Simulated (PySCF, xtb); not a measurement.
Te(Et)(SH) (C2H6STe), SMILES C([Te]S)C.

GFN2-xTB in xtb at its own geometry gives an orbital gap of 3.61 eV and a dipole moment of 2.54 D.

The structure is a stationary point at B3LYP-D3(BJ)/def2-SVP. The structure was generated by enumeration, and PubChem lists no compound with its InChIKey, so it may never have been made. The def2 effective core potentials stand for the cores of Te; spin–orbit coupling is left out. Other conformers were not sampled.

Q: What does PBE0/def2-TZVP (PySCF) give? (An estimate is asked for; the answer gives what the named calculation found.)

A: gap 4.56 eV (levels -6.24 and -1.68 eV), dipole 1.91 D.
